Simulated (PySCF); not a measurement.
C4H8OSi, SMILES C#C[SiH2]CCO.

Coordinates come from a r2SCAN-D4/def2-SVP optimisation. This is a generated structure with no PubChem entry under its InChIKey; it may be hypothetical. The values are those of a single conformer.

Two levels are set side by side: PBE/def2-TZVP (PySCF) and CAM-B3LYP/def2-TZVP (PySCF). Same geometry, gas phase. Differences are taken from unrounded values.

| quantity | PBE |
|---|---|
| orbital gap (eV) | 5.36 |
| highest occupied level (eV) | -6.38 |
| lowest empty level (eV) | -1.01 |
| dipole moment (D) | 1.69 |
| mean polarisability (bohr³) | 78.5 |

Task: These are the PBE values. What does CAM-B3LYP give? (Estimate from the structure and the level; the computed values follow.)

Result: 
```csv
quantity,CAM-B3LYP,PBE minus CAM-B3LYP
orbital gap (eV),10.22,-4.85
highest occupied level (eV),-9.26,2.89
lowest empty level (eV),0.96,-1.97
dipole moment (D),1.74,-0.05
mean polarisability (bohr³),74.6,3.9
```

PBE's occupied levels lie high since its potential decays too fast outside the molecule; exact exchange lowers them and widens the gap. PBE's more diffuse valence density responds more strongly to a field. Differences between two approximate levels are no errors against the true value.

Rough cost on one machine, each run with all the roots and properties that it gave: CAM-B3LYP against PBE within a factor of 2.
